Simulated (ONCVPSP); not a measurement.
Configuration tests for magnesium (ONCV)

- Element: magnesium
- Generator: ONCVPSP 4.0.1
- Type: optimised norm-conserving Vanderbilt (ONCV)
- Functional: LDA (Perdew-Zunger)
- Relativity: scalar-relativistic
- Frozen core: [Ne]
- Valence charge: 2
- Reference configuration: 3s1 3p1
- Partial waves: 3s: rc 2.20 bohr, ncon 3, nbas 6, qcut 2.4 1/bohr, 2 projectors, debl 2 Ha; 3p: rc 2.90 bohr, ncon 4, nbas 7, qcut 2.3 1/bohr, 2 projectors, debl 3.9 Ha; d scattering state at 0.44 Ha: rc 2.25 bohr, ncon 4, nbas 8, qcut 4.9 1/bohr, 1 projector
- Local potential: polynomial inside 1.45 bohr (lpopt 5, dvloc0 0 Ha)
- Core correction: Teter function fitted to the true core (icmod 2), fcfact 0.55

Energies are relative to the spin-unpolarised reference configuration 3s1 3p1; without spin polarisation the order of configurations can differ from experiment.

(1) Give the all-electron excitation energy and the error of the potential for: 3s2 3p0; 3s1 3p0; 3s1.5 3p0; 3s0 3p1.

Note: ghosts flagged at negative energy: p at -11431.4 eV; GHOST(+) flagged for s at 81.6 eV, p at 158.2 eV, p at 363.4 eV. A true bound ghost makes a file unfit for plane-wave use.

Answers

(1)

```csv
valence configuration,charge,ΔE all-electron (eV),error AE − PS (meV)
3s2 3p0,0,-3.523,-3.7
3s1 3p0,+1,4.551,+1.6
3s1.5 3p0,+0.5,-0.331,-1.7
3s0 3p1,+1,8.942,-28
```
